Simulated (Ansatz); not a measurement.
Species: BeSiH$_{4}$, charge 0, singlet. BeSiH4 (SMILES [BeH][SiH3]).
B3LYP-D3(BJ)/def2-TZVP minimum from Ansatz (a first-principles code):
```xyz
6

Be    -1.4823    -0.8186    -0.1878
H     -2.6402    -1.4580    -0.3346
Si     0.4180     0.2308     0.0530
H      1.0742    -0.0878     1.3508
H      0.2515     1.7096     0.0100
H      1.3924    -0.1208    -1.0163
```
Charge 0, spin multiplicity 1.

Total energies in def2-TZVPP, 10 correlated electrons, 6 frozen orbitals. UHF or UKS for unpaired electrons; spin-orbit terms are left out. Correlated methods leave the cores frozen. No relativity.

```tsv
method	program	energy (Eh)	minus CCSDT(Q) (mEh)
HF	Ansatz	-305.87849	221.29
MP2	Ansatz	-306.05471	45.07
CCSD	Ansatz	-306.09295	6.84
CCSD(T)	Ansatz	-306.09854	1.25
CCSDT(Q)	Ansatz	-306.09979	0.00
```

Rough core times of Ansatz's runs on a shared machine: CCSD(T) under 20 s, CCSDT(Q) 7 min.
